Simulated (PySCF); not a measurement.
A geometry optimisation on W(NMe)2(NH2)2 (`C[N]=[W]([NH2])([NH2])=[N]C`).

Method: PBE0-D3(BJ)/def2-SVP geometry optimisation, gas phase, def2 core potentials past Kr (PySCF 2.14.0). Start geometry: GFN2-xTB. The input is one job of a driver script: a line of settings, then coordinates in Å.

Input:
```
{"job": {"xc": "PBE0", "basis": "def2-SVP", "d3": "d3bj", "grid": 1, "maxiter": 30, "shake": 0.03, "kind": "geom"}, "charge": 0, "multiplicity": 1}
W     -0.518200    -0.071620    -0.395450
N     -0.686470     0.006200     1.374080
C     -0.426660     0.019350     2.741040
H      0.429290     0.848630     3.002890
H     -1.281230     0.141520     3.341270
H      0.090350    -0.906750     3.062730
N      1.102570    -0.028080    -1.095230
C      2.527380    -0.027470    -1.294640
H      2.737000    -0.124100    -2.284350
H      2.931970     0.874210    -0.872900
H      2.907710    -0.898300    -0.715700
N     -1.443890     1.701970    -1.037250
H     -1.264080     2.272740    -1.905870
H     -2.184130     2.269540    -0.508940
N     -1.519290    -1.707060    -1.030490
H     -2.194000    -2.167180    -0.470970
H     -1.236860    -2.204190    -1.849970
```

Output:
```
step   0  E = -367.82385007  max force = 0.084806
step   1  E = -367.85282357  max force = 0.038078
step   2  E = -367.85648843  max force = 0.022235
step   3  E = -367.85808163  max force = 0.005498
step   4  E = -367.85821234  max force = 0.003007
step   5  E = -367.85824354  max force = 0.000931
step   6  E = -367.85825462  max force = 0.000474
step   7  E = -367.85825951  max force = 0.000362
optimisation converged
```

Energies in Eh; «max force» is the largest Cartesian gradient component in Eh/bohr.

Question: How much energy does the optimisation release, in kcal/mol?

Answer: E(step 0) − E(last step) = 0.034409 Eh, which is 21.6 kcal/mol.

Summary of the converged run: final energy -367.85826 Eh after 7 steps; dipole 0.12 D.

Question: Where do the atoms end?

Answer: 0.090 Å rms from the input after alignment:
```
atom  x, y, z in Å
W1    -0.6105    0.0085   -0.4206
N2    -0.7032    0.0202    1.3389
C3    -0.3158    0.0192    2.7025
H4     0.4099    0.8229    2.9227
H5    -1.1879    0.1695    3.3634
H6     0.1537   -0.9390    2.9890
N7     1.0220   -0.0188   -1.0801
C8     2.4346   -0.0401   -1.1908
H9     2.7493   -0.1351   -2.2455
H10    2.8872    0.8867   -0.7945
H11    2.8763   -0.8872   -0.6360
N12   -1.4564    1.6719   -1.0516
H13   -1.1943    2.1631   -1.8997
H14   -2.1541    2.1944   -0.5327
N15   -1.5003   -1.6377   -1.0343
H16   -2.2068   -2.1404   -0.5078
H17   -1.2322   -2.1586   -1.8626
```

The run took 2.4 min wall on an Arm Neoverse V1 with one thread, no GPU, shared host with 32 logical CPUs at a one-minute load of 25, and the process peaked at 0.67 GiB of memory.
Labels such as C1 count atoms from 1, the log's own numbers from 0.
